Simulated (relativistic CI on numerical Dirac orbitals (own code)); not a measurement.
Cu3+: 3p photoemission

Computed with this model: Dirac-Coulomb-Breit CI, KLI orbitals optimised for each configuration, model QED, multiplet model of photoemission in the sudden approximation, unscaled Slater integrals; configurations [Ar] 3d8 → [Ne] 3s2 3p5 3d8; 80 K; Lorentzian 1.12 eV and Gaussian 0.6 eV FWHM. Energies are those of the free ion, without screening or charge transfer. The energies are binding energies and can lie tens of eV above those of solids. S is read from ⟨S²⟩ = S(S + 1).

Field parameters in Wybourne normalisation: D4h B²₀ = −7Ds, B⁴₀ = 21(Dq − Dt), B⁴₄ = 21√(5/14) Dq. The field is a parameter set, without covalency.

free ion: ground-state S = 1.00, centroid 133.76 eV. Peaks (eV, height): 124.8 (100), 128.0 (31), 132.0 (81), 136.8 (65), 141.4 (18), 145.8 (24), 148.4 (44).

D4h, 10Dq = 18850, Ds = -1500, Dt = -530 cm⁻¹: ground-state S = 1.00, centroid 133.77 eV. Peaks (eV, height): 126.4 (100), 135.0 (52), 140.6 (14), 144.6 (28), 148.8 (19), 151.2 (13).

Strongest unbroadened transitions for D4h, 10Dq = 18850, Ds = -1500, Dt = -530 cm⁻¹:

| Energy (eV) | Relative strength |
| --- | --- |
| 126.23 | 97.1 |
| 126.24 | 100.0 |
| 126.27 | 95.3 |
| 127.33 | 84.2 |
| 127.35 | 23.0 |
| 127.36 | 59.8 |
| 128.10 | 21.7 |
| 128.11 | 51.1 |
| 128.92 | 32.7 |
| 129.41 | 18.6 |
| 134.41 | 26.5 |
| 134.50 | 25.3 |
| 134.61 | 18.9 |
| 134.96 | 19.1 |
| 135.48 | 34.3 |
| 143.46 | 37.0 |
| 144.71 | 29.6 |
| 144.73 | 36.0 |
